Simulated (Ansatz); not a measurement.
H₄Sn, triplet, at the geometry of the source list (a higher spin typed on purpose: for a closed-shell molecule this is an excited state) (core potentials on Sn); B3LYP/def2-TZVP run with Ansatz (an electronic-structure program).

Here is a job for Ansatz.
Ansatz 0.2 input:
```yaml
crystal:
  periodic: [false, false, false]
  atoms:
    - {symbol: Sn, position_ang: [-0.00040000, -0.00240000, 0.00050000]}
    - {symbol: H, position_ang: [-1.07600000, 1.12680000, -0.50160000]}
    - {symbol: H, position_ang: [0.24570000, -1.08960000, -1.19940000]}
    - {symbol: H, position_ang: [-0.58840000, -0.76120000, 1.32790000]}
    - {symbol: H, position_ang: [1.41910000, 0.72650000, 0.37260000]}
basis:
  gaussian:
    orbitals: def2-TZVP
hamiltonian:
  xc: b3lyp
magnetization: {spin_polarized: true, initial_magnetization: 2}
```

Question: Predict the main parts of the log of this Ansatz run.

Answer: 
```
Functional definition: B3LYP
608 factors; their error is unknown
mean field evaluation 1: about -5889.1239 eV, gradient 7.7e0 eV
mean field evaluation 2: about -5889.4092 eV, gradient 5.2e0 eV
mean field evaluation 4: about -5889.5586 eV, gradient 7.0e-1 eV
mean field evaluation 8: about -5889.5588 eV, gradient 2.0e-1 eV
mean field evaluation 16: about -5890.0249 eV, gradient 3.6e-3 eV
mean field evaluation 32: about -5889.9193 eV, gradient 4.4e-1 eV
mean field -5890.02494367 eV, -216.4544242777 hartree, gradient 2.1e-5 eV, S^2 2.001399; 8 other end points of the search recorded, 0 dependent functions left out
reference -5890.02520095 eV, -216.4544337326 hartree; 14, 12 occupied and 60, 62 virtual orbitals, 608 factors
Total energy: -5890.02520095 eV, -216.4544337326 hartree
```
